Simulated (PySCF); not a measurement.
# Where the electron goes

Compound: C8H20Si3.
SMILES with atom numbers: `[CH3:1][CH2:2][C:3]1([CH:4]2[CH2:5][CH2:6]2)[SiH2:7][CH2:8][SiH2:9][CH2:10][SiH2:11]1` (hydrogens: H12, H13, H14 on C1; H15, H16 on C2; H17 on C4; H18, H19 on C5; H20, H21 on C6; H22, H23 on Si7; H24, H25 on C8; H26, H27 on Si9; H28, H29 on C10; H30, H31 on Si11)

Structure used (PBE0-D3(BJ)/def2-SVP), in Å, numbered top down from 1:
```xyz
31
C8H20Si3 angstrom
C     -1.616    2.203    0.216
C     -0.550    1.477   -0.595
C     -0.420   -0.040   -0.318
C     -1.711   -0.758   -0.700
C     -1.996   -2.193   -0.355
C     -2.818   -1.101    0.261
Si     0.189   -0.345    1.465
C      1.815    0.572    1.728
Si     3.182    0.029    0.550
C      2.575    0.125   -1.231
Si     0.918   -0.739   -1.486
H     -1.404    2.167    1.296
H     -1.674    3.262   -0.076
H     -2.609    1.756    0.063
H      0.423    1.973   -0.433
H     -0.769    1.615   -1.671
H     -2.062   -0.461   -1.697
H     -1.284   -2.721    0.286
H     -2.453   -2.823   -1.123
H     -3.850   -0.969   -0.073
H     -2.664   -0.885    1.322
H     -0.808    0.089    2.496
H      0.429   -1.808    1.679
H      2.150    0.403    2.766
H      1.644    1.657    1.622
H      3.548   -1.389    0.863
H      4.405    0.873    0.740
H      2.481    1.183   -1.529
H      3.328   -0.328   -1.898
H      0.436   -0.550   -2.894
H      1.091   -2.206   -1.243
```

Computed with TDDFT PBE0/def2-SVPD, vertical, gas phase, core orbitals frozen in the response in PySCF.

Frontier orbitals with the atoms that hold most of them (Löwdin shares over 4%, at most four atoms; ? is withheld):

```
orbital  ε (eV)                              atoms
 LUMO+2    0.78  Si11 14%, Si7 14%, Si9 9%, H23 5%
 LUMO+1    0.57   Si9 15%, Si11 9%, C10 8%, Si7 8%
   LUMO    0.18                                  ?
   HOMO   -7.19                                  ?
 HOMO-1   -8.05     C3 14%, C5 13%, C4 11%, Si7 9%
 HOMO-2   -8.25      C5 17%, C6 10%, C4 9%, C10 9%
 HOMO-3   -8.42  C8 21%, Si9 12%, Si7 12%, H22 11%
```

(1) Give the leading atoms of the HOMO.

(2) Give the leading atoms of the LUMO.

(3) The HOMO–LUMO gap is 7.37 eV. Where does the response calculation put the lowest singlet, and from which orbitals?

(4) Give energy, strength and leading configuration of S1, S2 and S6, and follow the Löwdin shares of the leading atoms from the occupied to the empty orbital.

Answers

(1) C3 (bonded to 2 C and 2 Si) 24%; C6 (bonded to 2 C and 2 H) 13%; C4 (bonded to 3 C and H) 13%; Si11 (bonded to 2 C and 2 H) 12%. By element: carbon 50% or more, silicon 12% or more.

(2) Si9 (bonded to 2 C and 2 H) 14%; Si7 (bonded to 2 C and 2 H) 11%; Si11 (bonded to 2 C and 2 H) 8%; C8 (bonded to 2 Si and 2 H) 7%. By element: silicon 34%, carbon 7% or more.

(3) S1 is at 6.39 eV (f = 0.013), 0.99 eV below the gap, made of HOMO→LUMO (97%). 

(4) 
- S1 (6.39 eV, f 0.013), HOMO→LUMO (97%): C3 24% → at most 8%, C6 13% → at most 8%, Si9 at most 12% → 14%, Si7 at most 12% → 11%
- S2 (6.82 eV, f 0.0058), HOMO→LUMO+1 (95%): C3 24% → at most 8%, C6 13% → at most 8%, Si9 at most 12% → 15%, Si11 12% → 9%
- S6 (7.22 eV, f 0.0050), HOMO-1→LUMO (88%): C3 14% → at most 8%, C5 13% → at most 8%, Si9 at most 9% → 14%, Si7 9% → 11%

One conformer stands for the species.

Without π bonds the low states are Rydberg-like; a valence basis with one diffuse set may place them up to an eV too high.
